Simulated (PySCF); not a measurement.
# Towards the basis-set limit for CsK

State: ¹Σ⁺, singlet, closed shell. De refers to Cs + K. RHF-based CCSD(T) in PySCF 2.14 with Cs cc-pwCVDZ-X2C, K cc-pwCVDZ-X2C and Cs cc-pwCVTZ-X2C, K cc-pwCVTZ-X2C (frozen core orbitals: 28; spin-free X2C with a Gaussian nucleus). Correlation energies are extrapolated as n⁻³ (n = 2, 3), Hartree–Fock as (n+1)·exp(−9√n).

```tsv
Level	Re (Å)	ωe (cm⁻¹)	ωexe (cm⁻¹)	αe (cm⁻¹)	De (eV)
CCSD(T)/DZ	4.3880	64.7	0.176	8.72e-05	0.455
CCSD(T)/TZ	4.3121	68.0	0.179	8.21e-05	0.486
HF/CBS	4.6185	62.4	n/a	5.56e-05	-0.135
MP2/CBS	4.2172	74.3	0.145	6.27e-05	0.410
CCSD/CBS	4.3158	69.9	0.153	6.87e-05	0.413
CCSD(T)/CBS	4.2815	69.3	n/a	8.04e-05	0.499
```

Q: How much is left between CCSD(T)/TZ and the basis-set limit, and how much do the triples give at the limit?

A: CCSD(T)/CBS less CCSD(T)/TZ: -30.6 mÅ in Re, +1.3 cm⁻¹ in ωe and +0.013 eV in De. CCSD(T)/CBS less CCSD/CBS: -34.3 mÅ in Re, -0.6 cm⁻¹ in ωe and +0.086 eV in De.

The T1 diagnostic is 0.017. The open-shell atoms are computed with UHF. Spin–orbit coupling, excitations beyond (T) and corrections to the Born–Oppenheimer picture are left out.

The whole job (state search and all basis sets along the bond) took about 10 min on 4 threads of Arm Neoverse V1 (shared host), peak memory 8.4 GiB.
